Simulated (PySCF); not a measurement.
An unknown shows these calculated signals:

¹H NMR (500 MHz, computed): δ 9.08 (s, 1H), 7.79 (m, 1H), 6.81 (m, 1H), 6.32 (m, 1H), 4.24 (s, 3H).

¹³C{¹H} NMR (computed): δ 171.4 (C), 155.2 (C), 147.6 (CH), 139.7 (CH), 136.5 (CH2), 56.5 (CH3).

Theory: GFN2-xTB geometry, NMR shieldings at PBE0/pcSseg-1/GIAO, in PySCF (in vacuum, a single conformation, non-relativistic, rapidly exchanging positions averaged).

Chemical shifts δ = σref − σ; ¹H, ¹³C against TMS, all at this level.

Q: Which of these does the molecule contain: a vinyl group CH=CH2, a (CH3)2CH unit, an aldehyde, a heteroaromatic ring, a Si–CH3 group, a methoxy group?

A: 
- A vinyl group CH=CH2: yes (δC 136.5, 139.7; δH 7.79 (m), 6.32 (m), 6.81 (m)).
- A (CH3)2CH unit: no.
- An aldehyde: no.
- A heteroaromatic ring: yes.
- A Si–CH3 group: no.
- A methoxy group: yes (δC 56.5; δH 4.24 (s)).

The data belong to SMILES C=Cc1cnnc(OC)n1, C$_{6}$H$_{7}$N$_{3}$O; they needn't prove each group on their own.

Carbon signals by region: 1 in the far downfield region (above 160 ppm), 4 in the sp2 and nitrile region (100–160 ppm), 1 at 50–100 ppm. Above 160 ppm: 171.4, aromatic carbon bearing oxygen.

Shifts are as computed. Against solution values, carbons near 30 ppm lie about +3 ppm off and those near 130 ppm about +5 ppm. Of 1211 compounds with measured shifts, 218 miss one by over three times the rms of a fit or turn the order of signals round; such compounds aren't used in these exercises. No couplings were computed; multiplicities are counted from neighbouring protons, with m where these are inequivalent, close in shift, in a saturated or five-membered ring or joined by F or P, and br s for small geminal =CH2 splittings.
